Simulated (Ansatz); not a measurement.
```yaml
crystal:
  periodic: [true, true, true]
  atoms:
    - {symbol: C, position_ang: [-1.309382, -0.039408, -0.674322]}
    - {symbol: N, position_ang: [-0.217768, -0.849146, -0.148361]}
    - {symbol: Sn, position_ang: [1.280656, 0.053404, 0.802458]}
    - {symbol: F, position_ang: [0.396702, 0.989117, 2.213941]}
    - {symbol: Cl, position_ang: [2.220800, 1.780125, -0.435335]}
    - {symbol: H, position_ang: [-1.047319, 0.548018, -1.562367]}
    - {symbol: H, position_ang: [-2.153376, -0.686699, -0.928174]}
    - {symbol: H, position_ang: [-1.654446, 0.651401, 0.097302]}
    - {symbol: H, position_ang: [0.089040, -1.547157, -0.812327]}
    - {symbol: H, position_ang: [2.478190, -0.950955, 1.450186]}
basis:
  gaussian: {orbitals: def2-TZVP, nuclear_model: gaussian}
total_charge: -1
magnetization: {spin_polarized: true, initial_magnetization: 1}
hamiltonian: {xc: {name: BHLYP}}
accuracy: high
```

```sh
$ ansatz run in.yaml --threads 4 --pin off --events-out ev --progress --plain --max-ram 10444MiB
```

**Question.** How does Ansatz answer? (An estimate is asked.)

**Answer.** Computed: The program refused the input.
```
Error: YAML parse error: error: line 2 column 3: crystal: missing field `lattice` (a structure is typed as `lattice` and `atoms`, a molecule's as `atoms` in Å alone, or read from a run's directory, `checkpoint`)
 --> <input>:2:3
1 | crystal:
2 |   periodic: [true, true, true]
3 |   atoms:
4 |     - {symbol: C, position_ang: [-1.309382, -0.039408, -0.674322]}
```
